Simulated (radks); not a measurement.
Question: These are the eigenvalues of the occupied orbitals of an atom or ion with whole-number occupations (eV). Method: scalar-relativistic Kohn-Sham, PBE, spin-polarised, spherical densities, finite nucleus; Fermi nuclear charge, rms radius of each element as measured or else 0.836 A^(1/3) + 0.57 fm; computed with a radial shooting solver on a logarithmic mesh with Libxc functionals.

| orbital | eigenvalue |
|---|---|
| 1s down | -24215.98 |
| 1s up | -24215.97 |
| 2s up | -3579.782 |
| 2s down | -3578.971 |
| 2p up | -3214.730 |
| 2p down | -3214.118 |
| 3s up | -686.8816 |
| 3s down | -686.4756 |
| 3p up | -566.9421 |
| 3p down | -566.4758 |
| 3d up | -376.6063 |
| 3d down | -375.8722 |
| 4s up | -135.5204 |
| 4s down | -132.0280 |
| 4p up | -100.6631 |
| 4p down | -97.0144 |
| 4d up | -49.9326 |
| 4d down | -46.2454 |
| 4f up | -12.6738 |

Which element is it, and in what charge state? The configuration may be excited. Open shells, if any, are filled with parallel spins first.

Answer: Z = 46, palladium, charge +3: Pd3+ in [Kr] 4d6 4f1. The list shows which subshells hold electrons but not how many an open one holds; the 1s level, -889.92 hartree, gives Z - s = 42.2 by -(Z - s)^2/2, which with screening and relativity narrows Z to a few neighbours, and the depths of the outer levels then fix element, charge and occupations together.
